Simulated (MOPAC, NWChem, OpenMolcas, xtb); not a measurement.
## How methods differ on BBrCl2 (bromodichloroborane)

BBrCl2: 4 atoms, total charge 0, spin state singlet. As SMILES, `ClB(Cl)Br`. The coordinates come from a PBE0-D4/def2-TZVP relaxation.

Each level gives the HOMO–LUMO gap (eV). The values are calculated.

| level | kind | program | value (eV) | CPU time |
| --- | --- | --- | --- | --- |
| PM6 | semi-empirical | MOPAC | 9.15 | under 2 s |
| GFN2-xTB | semi-empirical | xtb | 4.10 | under 2 s |
| HF/cc-pVDZ | Hartree–Fock | OpenMolcas | 13.75 | 6.1 s |
| SVWN5/cc-pVDZ | LDA | OpenMolcas | 4.59 | 11 s |
| revPBE/cc-pVDZ | GGA | NWChem | 4.73 | 2 min |
| M06-L/cc-pVDZ | meta-GGA | OpenMolcas | 5.23 | 20 s |
| BHLYP/cc-pVDZ | global hybrid | OpenMolcas | 9.19 | 13 s |
| CAM-B3LYP/cc-pVDZ | range-separated hybrid | NWChem | 9.42 | 77 s |
| wB97X/cc-pVDZ | range-separated hybrid | NWChem | 11.53 | 80 s |
| B2PLYP/cc-pVDZ | double hybrid | NWChem | 9.47 | 56 s |

All-electron rows without a relativistic Hamiltonian named are non-relativistic. The values span 4.10 to 13.75 eV. Orbital gaps aren't excitation energies, and those of double hybrids come from the SCF part alone; they tend to grow with the share of exact exchange. Times are those of the runs behind each value, whatever else they computed, on shared processors of several kinds: orders of magnitude only.
